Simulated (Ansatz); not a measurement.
Abridged output of a molecular run in Ansatz:

```
Functional definition: HF
1616 factors; integrals over basis functions are off by at most 9.8e-4 eV
mean field evaluation 1: about -65847.4443 eV, gradient 6.1e1 eV
mean field evaluation 2: about -65847.6800 eV, gradient 6.1e1 eV
mean field evaluation 4: about -65854.6633 eV, gradient 4.2e0 eV
mean field evaluation 8: about -65854.7420 eV, gradient 3.7e-1 eV
mean field -65854.74265439 eV, -2420.1171546009 hartree, gradient 5.5e-6 eV, S^2 0.000000; 0 other end points of the search recorded, 0 dependent functions left out
17 core orbitals not correlated: weight in the atoms' cores, before any rotation towards them, 1.000 or more for the frozen orbitals, at most 0.000 for the correlated occupied ones
reference -65854.74265439 eV, -2420.1171546009 hartree; 20, 20 occupied and 230, 230 virtual orbitals, 1616 factors
second order -28.42897043 eV of doubles, -0.00000000 eV of singles
cycle   1  -28.05600802 eV  change    3.7e-1 eV  update   1.3e-1
cycle   2  -28.84289673 eV  change   -7.9e-1 eV  update   3.8e-2
cycle   3  -29.01085175 eV  change   -1.7e-1 eV  update   2.0e-2
cycle   4  -28.98874220 eV  change    2.2e-2 eV  update   4.9e-3
cycle   5  -28.98650402 eV  change    2.2e-3 eV  update   2.4e-3
cycle   6  -28.98789023 eV  change   -1.4e-3 eV  update   7.8e-4
cycle   7  -28.98744599 eV  change    4.4e-4 eV  update   2.9e-4
cycle   8  -28.98735418 eV  change    9.2e-5 eV  update   9.8e-5
cycle   9  -28.98738808 eV  change   -3.4e-5 eV  update   3.6e-5
perturbative correction -1.08229647 eV, -0.0397736618 hartree
Total energy: -65884.81233893 eV, -2421.2221951261 hartree
```

Its atoms:

```xyz
11

N    -1.309   -0.966   -1.167
Ga   -1.644   -0.290    0.471
O    -0.227    0.527    1.212
Si    1.231    0.957    0.658
O     1.746    0.000   -0.590
H    -0.418   -0.818   -1.614
H    -1.989   -1.401   -1.765
H    -2.954   -0.372    1.284
H     2.205    0.865    1.778
H     1.190    2.324    0.085
H     2.170   -0.826   -0.352
```

Problem. Which basis set was used?
A. def2-TZVPPD
B. def2-TZVPP
C. cc-pV(D+d)Z
D. cc-pV(Q+d)Z

Solution. B. It gives 267 functions.

Problem. Write the keys of the input that set method, charge and spin (a neutral closed shell needs none for the last two).

Solution. 
```yaml
correlation: {method: ccsd_t}
```
